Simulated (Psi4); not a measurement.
Psi4 input (wB97X-D/6-31G*):

```
memory 1500 MB

molecule {
1 2
C     1.81241200    0.64015100   -0.87457000
S     0.97968000   -0.21736000    0.50172100
B    -0.77302700   -0.13605900    0.13609700
C    -1.72811200   -0.81249900    1.18349300
C    -1.32365700    0.57030600   -1.15635200
H     1.49405900    1.67890800   -0.93173000
H     2.88175100    0.60539400   -0.67717700
H     1.60810400    0.14231700   -1.82011400
H    -2.44380100   -0.07319100    1.56019900
H    -1.22993500   -1.27014400    2.03901100
H    -2.33187500   -1.58124100    0.68831700
H    -1.02585500    1.62317000   -1.19241500
H    -2.41208200    0.52950800   -1.22551000
H    -0.91396300    0.11558000   -2.06403200
symmetry c1
no_reorient
no_com
}

set {
  basis 6-31G*
  reference uks
  scf_type pk
  dft_radial_points 99
  dft_spherical_points 590
  e_convergence 1e-8
  d_convergence 1e-7
  maxiter 150
}

e = energy('wb97x-d')
print_out(f'\nFINAL {e:.10f} DIPOLE {variable("CURRENT DIPOLE")[0]:.6f} {variable("CURRENT DIPOLE")[1]:.6f} {variable("CURRENT DIPOLE")[2]:.6f}\n')
```

Output:

```
   => Loading Basis Set <=

    Name: 6-31G*
    Role: ORBITAL
    Keyword: BASIS
    atoms 1, 4-5 entry C          line   111 file 6-31gs.gbs
    atoms 2      entry S          line   316 file 6-31gs.gbs
    atoms 3      entry B          line    94 file 6-31gs.gbs
    atoms 6-14   entry H          line    44 file 6-31gs.gbs

   => WB97X-D: Empirical Dispersion <=

    Chai and Head-Gordon Dispersion Correction
    Chai, J.-D.; Head-Gordon, M. (2010), J. Chem. Phys., 132: 6615-6620

        s6 =       1.000000

         ---------------------------------------------------------
                                   SCF
               by Justin Turney, Rob Parrish, Andy Simmonett
                          and Daniel G. A. Smith
                              UKS Reference
         ---------------------------------------------------------

  ==> Geometry <==

    Molecular point group: c1
    Full point group: C1

    Geometry (in Angstrom), charge = 1, multiplicity = 2:

       Center              X                  Y                   Z               Mass
    ------------   -----------------  -----------------  -----------------  -----------------
         C            1.812412000000     0.640151000000    -0.874570000000    12.000000000000
         S            0.979680000000    -0.217360000000     0.501721000000    31.972071174400
         B           -0.773027000000    -0.136059000000     0.136097000000    11.009305360000
         C           -1.728112000000    -0.812499000000     1.183493000000    12.000000000000
         C           -1.323657000000     0.570306000000    -1.156352000000    12.000000000000
         H            1.494059000000     1.678908000000    -0.931730000000     1.007825032230
         H            2.881751000000     0.605394000000    -0.677177000000     1.007825032230
         H            1.608104000000     0.142317000000    -1.820114000000     1.007825032230
         H           -2.443801000000    -0.073191000000     1.560199000000     1.007825032230
         H           -1.229935000000    -1.270144000000     2.039011000000     1.007825032230
         H           -2.331875000000    -1.581241000000     0.688317000000     1.007825032230
         H           -1.025855000000     1.623170000000    -1.192415000000     1.007825032230
         H           -2.412082000000     0.529508000000    -1.225510000000     1.007825032230
         H           -0.913963000000     0.115580000000    -2.064032000000     1.007825032230

  Running in c1 symmetry.

  Rotational constants: A =      0.19099  B =      0.09259  C =      0.06459 [cm^-1]
  Rotational constants: A =   5725.70734  B =   2775.75453  C =   1936.27198 [MHz]
  Nuclear repulsion =  212.839150910135402

  Charge       = 1
  Multiplicity = 2
  Electrons    = 47
  Nalpha       = 24
  Nbeta        = 23

[...]
      73A      1.282331    74A      1.357783    75A      1.453950
      76A      1.500344    77A      1.550618    78A      1.574711
      79A      1.631778    80A      1.783130    81A      1.839298
      82A      1.898145    83A      1.957435    84A      2.017087
      85A      2.100400    86A      2.135992    87A      2.196319
      88A      2.226738    89A      2.228890    90A      2.264788
      91A      2.364870    92A      2.392983    93A      3.424969
      94A      3.765776    95A      4.060039    96A      4.191981
      97A      4.254931

    Beta Occupied:

       1A    -89.336250     2A    -10.541745     3A    -10.447930
       4A    -10.441713     5A     -8.356520     6A     -7.088298
       7A     -6.303277     8A     -6.299757     9A     -6.298208
      10A     -1.123982    11A     -0.999083    12A     -0.962103
      13A     -0.946817    14A     -0.771687    15A     -0.728125
      16A     -0.720364    17A     -0.693422    18A     -0.666342
      19A     -0.663852    20A     -0.636251    21A     -0.631004
      22A     -0.598476    23A     -0.581297

    Beta Virtual:

      24A     -0.357075    25A     -0.133559    26A     -0.101383
      27A     -0.012332    28A      0.001307    29A      0.023722
      30A      0.024972    31A      0.057515    32A      0.092090
      33A      0.096105    34A      0.098538    35A      0.106218
      36A      0.139076    37A      0.163041    38A      0.191805
      39A      0.240820    40A      0.248390    41A      0.274875
      42A      0.285956    43A      0.352767    44A      0.383342
      45A      0.387532    46A      0.410227    47A      0.483926
      48A      0.487436    49A      0.514846    50A      0.525019
      51A      0.563843    52A      0.607454    53A      0.636317
      54A      0.674589    55A      0.697649    56A      0.705396
      57A      0.716247    58A      0.760734    59A      0.766184
      60A      0.786569    61A      0.813319    62A      0.825394
      63A      0.831307    64A      0.842730    65A      0.861727
      66A      0.883041    67A      0.886160    68A      0.906320
      69A      0.952043    70A      1.077454    71A      1.133465
      72A      1.260924    73A      1.282962    74A      1.358126
      75A      1.453836    76A      1.502387    77A      1.554665
      78A      1.577359    79A      1.634153    80A      1.784155
      81A      1.840174    82A      1.899802    83A      1.958154
      84A      2.019842    85A      2.103347    86A      2.136898
      87A      2.197081    88A      2.226974    89A      2.230016
      90A      2.265461    91A      2.365168    92A      2.393365
      93A      3.427529    94A      3.786826    95A      4.061644
      96A      4.192230    97A      4.255177

    Final Occupation by Irrep:
              A
    DOCC [    23 ]
    SOCC [     1 ]
    NA   [    24 ]
    NB   [    23 ]

  @UKS Final Energy:  -542.41896653609558

   => Energetics <=

    Nuclear Repulsion Energy =            212.8391509101354018
    One-Electron Energy =               -1154.4878058913607219
    Two-Electron Energy =                 433.8071435653744743
    DFT Exchange-Correlation Energy =     -34.5714961753225225
    Empirical Dispersion Energy =          -0.0059589449223773
    VV10 Nonlocal Energy =                  0.0000000000000000
    Total Energy =                       -542.4189665360955814

  UHF NO Occupations:
  HONO-2 :   22  A 1.9997510
  HONO-1 :   23  A 1.9988736
  HONO-0 :   24  A 1.0000000
  LUNO+0 :   25  A 0.0011264
  LUNO+1 :   26  A 0.0002490
  LUNO+2 :   27  A 0.0002003
  LUNO+3 :   28  A 0.0000753

Computation Completed

Properties will be evaluated at   0.000000,   0.000000,   0.000000 [a0]

Properties computed using the SCF density matrix

 Multipole Moments:

 ------------------------------------------------------------------------------------
     Multipole            Electronic (a.u.)      Nuclear  (a.u.)        Total (a.u.)
 ------------------------------------------------------------------------------------

 L = 1.  Multiply by 2.5417464519 to convert [e a0] to [Debye]
 Dipole X            :          0.7226982            0.0000113            0.7227095
 Dipole Y            :          0.2600769           -0.0000113            0.2600656
 Dipole Z            :         -0.3570377           -0.0000076           -0.3570452
 Magnitude           :                                                    0.8470091

 ------------------------------------------------------------------------------------

FINAL -542.4189665361 DIPOLE 0.722710 0.260066 -0.357045

*** Psi4 exiting successfully. Buy a developer a beer!
```

The dipole moment of an ion depends on the origin.

The geometry given is a B3LYP-D3(BJ)/def2-TZVP minimum of the species of charge 0 and multiplicity 1, not of this state.
